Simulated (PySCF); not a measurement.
# UHF on Pd³¹⁺ (palladium, charge +31)

Configuration: [Ne] 3s2 3p3, high-spin 4S determinant. Computed with PySCF 2.14 in an even-tempered Gaussian basis (16 s from 4.7 bohr⁻², ratio 2.5; 10 p from 6.1 bohr⁻², ratio 2.5; 5 d from 26 bohr⁻², ratio 2.7; 4 f from 38 bohr⁻², ratio 2.7), with no relativity, point nucleus.

```
Total energy                                     : -4213.867677 hartree
One-electron energy                              : -4783.1061 hartree
Hartree (Coulomb) energy                         : 657.1481 hartree
Exchange energy                                  : -87.9097 hartree
Kinetic energy                                   : 4214.50256 hartree
⟨S²⟩                                             : 3.7501
⟨L²⟩                                             : 0.000
Sum of ⟨r⟩                                       : 2.766 bohr
Sum of ⟨r²⟩                                      : 0.8129 bohr²
Density at the nucleus (Gaussians lack the cusp) : 67700 bohr⁻³
Spin density at the nucleus                      : 3.42 bohr⁻³
```

```
shell  electrons  mean orbital energy (eV)  rms radius, mean of both spins (bohr)
 1s α          1                  -25411.4                                 0.0383
 1s β          1                  -25399.8                                 0.0383
 2s α          1                   -5055.4                                  0.153
 2s β          1                   -5047.6                                  0.153
 2p α          3                   -4815.6                                  0.133
 2p β          3                   -4801.5                                  0.133
 3s α          1                   -1948.6                                  0.370
 3s β          1                   -1902.1                                  0.370
 3p α          3                   -1853.0                                  0.357
```

A non-relativistic calculation at this Z misses sizeable relativistic shifts. Spin-orbit coupling is strong in this species (close to jj coupling), so the high-spin LS determinant is a model state, not a physical level.

Spin-orbit constants ζ (cm⁻¹) from the X2C one-electron operator on these orbitals (non-relativistic here): bare nucleus, nucleus screened by l(l+1)(2l+1)/3 electrons, and screened by the Breit-Pauli mean field of the electrons.

```csv
shell,bare,screened nucleus,mean field
2p,781000,747100,731400
3p,179000,171200,167600
```
